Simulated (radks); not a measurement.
The caesium anion Cs-, [Xe] 6s2, held by a Watson sphere: a shell of charge +1 at radius R that stands for the Madelung well of a crystal (potential energy -1/R inside, -1/r outside, in hartree with lengths in bohr). Method: scalar-relativistic Kohn-Sham, PBEsol, spin-polarised, spherical densities, finite nucleus; Fermi nuclear charge, rms radius of each element as measured or else 0.836 A^(1/3) + 0.57 fm; computed with a radial shooting solver on a logarithmic mesh with Libxc functionals. Response by self-consistent Sternheimer equations with the Hartree and adiabatic LDA kernel, the relativistic mass of each level held fixed and spin-orbit coupling left out. The sphere does not respond.

R (bohr),e(5s) (eV),e(5p) (eV),e(6s) (eV),<r> 6s (bohr),sum of <r^2> (bohr^2),X-ray form factor at sin(theta)/lambda = 0.2 1/angstrom,alpha (bohr^3)
3.22,-28.459,-15.293,-3.155,4.933,106.6,43.875,268.9
3.43,-28.129,-14.969,-3.138,4.970,107.5,43.871,275.0
3.96,-27.475,-14.312,-3.068,5.096,110.5,43.875,299.2
4.73,-26.860,-13.678,-2.916,5.331,115.8,43.890,353.8
5.44,-26.508,-13.311,-2.750,5.567,121.5,43.903,419.6
6.24,-26.250,-13.041,-2.559,5.827,128.1,43.910,506.7
6.25,-26.248,-13.038,-2.556,5.830,128.2,43.910,507.9
